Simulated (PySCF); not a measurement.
AuCl4, SMILES [Cl][Au-]([Cl])([Cl])[Cl], charge -1, multiplicity 1. Atoms are numbered in the order given.

```xyz
5

Au     0.0000     0.0000     0.0000
Cl     2.3565     0.0000     0.0000
Cl     0.0000     2.3565     0.0000
Cl    -2.3565     0.0000     0.0000
Cl     0.0000    -2.3565     0.0000
```
Charge -1, spin multiplicity 1.

The structure is a stationary point at PBE-D3(BJ)/def2-SVPD. The spin state was assumed, not searched. The isomer is the one that the SMILES or the coordinates give; other isomers of the formula were not compared. The def2 effective core potentials stand for the cores of Au; spin–orbit coupling is left out.

All values below come from CAM-B3LYP/def2-SVPD (PySCF).

Mulliken values depend strongly on the basis, most of all with diffuse functions as here. ESP charges are fitted to the potential on shells at 1.4 to 2.0 van der Waals radii. Atomic charges (e):

```json
[
 {"atom": "Au1", "ESP fit": "?", "Mulliken": "0.92"},
 {"atom": "Cl2", "ESP fit": "?", "Mulliken": "-0.48"},
 {"atom": "Cl3", "ESP fit": "?", "Mulliken": "-0.48"},
 {"atom": "Cl4", "ESP fit": "?", "Mulliken": "-0.48"},
 {"atom": "Cl5", "ESP fit": "?", "Mulliken": "-0.48"}
]
```

**Question.** Fill in the missing entries. (An estimate is asked for; the answer gives what the named calculation found.)

**Answer.** 
- Au1, ESP fit: 0.51
- Cl2, ESP fit: -0.38
- Cl3, ESP fit: -0.38
- Cl4, ESP fit: -0.38
- Cl5, ESP fit: -0.38
